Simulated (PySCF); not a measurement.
Species: C5H7F2OS (doublet state).
Z-matrix (Å and degrees, GFN2-xTB geometry), rows numbered from 1:
```
O 
S   1  1.4524
C   2  2.0389  1  104.36
C   3  1.5070  2  107.96  1    46.98
F   4  1.3718  3  110.22  2    79.81
C   3  1.4160  2  100.83  1   -78.13
C   6  1.4874  3  113.13  2   -49.15
C   7  1.5404  6  106.79  3    48.43
F   8  1.3584  2  106.81  1   -20.39
H   3  1.0894  2   97.44  1   163.52
H   4  1.0955  3  111.64  2  -161.52
H   4  1.0967  3  110.60  2   -38.67
H   6  1.0766  3  120.44  2   102.42
H   7  1.0935  6  111.11  3   -69.66
H   7  1.0895  6  112.28  3   168.24
H   8  1.0942  2  107.68  1  -135.36
```

The hyperfine couplings belong to this conformer and change with its torsions.

Identity: `C([C@@H]1[CH]C[C@@H]([S@@]1=O)F)F` [radical].

The calculation used UKS B3LYP, pcH-1 on C F H O S, non-relativistic, mean-field spin-orbit, GIAO (PySCF 2.14.0). One conformer (not necessarily the lowest) at the GFN2-xTB geometry, without solvent, vibrations or thermal averaging. The geometry wasn't refined by DFT: couplings that depend on bond lengths, twists or pyramidal angles can differ widely from those at the functional's own minimum. No stability test was run, so a lower SCF solution isn't excluded.

**Question.** The isotropic 13C couplings are +108.0, +58.8, -40.7, -16.6, +2.7 MHz. Assign them to C3; C4; C6; C7; C8.

**Answer.** 
```
site  a_iso (MHz)  ρ(0) (bohr⁻³)                 position  distance from C6 (Å)  spin population  largest |T| (MHz)
  C3        -40.7        -0.0362           1 bond from C6                  1.42            -0.14               14.9
  C4         +2.7        +0.0024          2 bonds from C6                  2.51            +0.01                1.0
  C6       +108.0        +0.0961  largest spin population                  0.00            +0.86              134.2
  C7        -16.6        -0.0148           1 bond from C6                  1.49            -0.06                1.9
  C8        +58.8        +0.0524          2 bonds from C6                  2.43            +0.03                6.3
```

**Question.** The isotropic 1H couplings are +85.7, +69.9, -44.9, -8.0, -5.2, +3.4, -0.3 MHz. Assign them to H10; H11; H12; H13; H14; H15; H16.

**Answer.** 
```json
{"site": "H10", "a_iso (MHz)": "+85.7", "ρ(0) (bohr⁻³)": "+0.0192", "position": "β, 2 bonds from C6, on C3 of spin population -0.14", "distance from C6 (Å)": "2.13", "bound to": "C3", "spin population there": "-0.14", "largest |T| (MHz)": "7.2"}
{"site": "H11", "a_iso (MHz)": "-8.0", "ρ(0) (bohr⁻³)": "-0.0018", "position": "γ, 3 bonds from C6", "distance from C6 (Å)": "2.75", "bound to": "C4", "spin population there": "+0.01", "largest |T| (MHz)": "4.6"}
{"site": "H12", "a_iso (MHz)": "-5.2", "ρ(0) (bohr⁻³)": "-0.0012", "position": "γ, 3 bonds from C6", "distance from C6 (Å)": "2.92", "bound to": "C4", "spin population there": "+0.01", "largest |T| (MHz)": "3.3"}
{"site": "H13", "a_iso (MHz)": "-44.9", "ρ(0) (bohr⁻³)": "-0.0100", "position": "α, 1 bond from C6", "distance from C6 (Å)": "1.08", "bound to": "C6", "spin population there": "+0.86", "largest |T| (MHz)": "32.2"}
{"site": "H14", "a_iso (MHz)": "+69.9", "ρ(0) (bohr⁻³)": "+0.0156", "position": "β, 2 bonds from C6", "distance from C6 (Å)": "2.14", "bound to": "C7", "spin population there": "-0.06", "largest |T| (MHz)": "8.1"}
{"site": "H15", "a_iso (MHz)": "+3.4", "ρ(0) (bohr⁻³)": "+0.0008", "position": "β, 2 bonds from C6", "distance from C6 (Å)": "2.15", "bound to": "C7", "spin population there": "-0.06", "largest |T| (MHz)": "7.6"}
{"site": "H16", "a_iso (MHz)": "-0.3", "ρ(0) (bohr⁻³)": "-0.0001", "position": "γ, 3 bonds from C6", "distance from C6 (Å)": "3.33", "bound to": "C8", "spin population there": "+0.03", "largest |T| (MHz)": "3.9"}
```

ρ(0) is the spin density at the nucleus and T the dipolar tensor; a_iso includes a spin–orbit part. Largest spin populations (Mulliken): C6 (+0.86), S2 (+0.17), C3 (-0.14) and O1 (+0.09). The positive populations add up to 1.24 and the negative ones to -0.24, together 2S = 1. The angles at C6 add up to 353.5°, so it is slightly pyramidal.

Examples of negative spin density at the nucleus (bohr⁻³): C3 (-0.0362), C7 (-0.0148) and H13 (-0.0100).
